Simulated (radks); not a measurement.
Values are calculated unless marked as measured or tabulated.
Isoelectronic series with 19 electrons, all held in the configuration [Ar] 4s1, which need not be the ground one along the series. Level of theory: scalar-relativistic Kohn-Sham, PBEsol, spin-polarised, spherical densities, finite nucleus; open shells are filled with parallel spins first; Fermi nuclear charge, rms radius of each element as measured or else 0.836 A^(1/3) + 0.57 fm (a radial shooting solver on a logarithmic mesh with Libxc functionals). Total energies (hartree) and mean radii <r> (bohr):

ion,E (hartree),4s up,3p down
K,-601.29018,4.908,1.433
Ca+,-679.24510,3.565,1.265
Sc2+,-762.31058,2.928,1.136
Ti3+,-850.48303,2.522,1.032
V4+,-943.76656,2.232,0.9474
Cr5+,-1042.16907,2.009,0.8762
Mn6+,-1145.70110,1.832,0.8154
Fe7+,-1254.37515,1.686,0.7628
Co8+,-1368.20507,1.563,0.7168
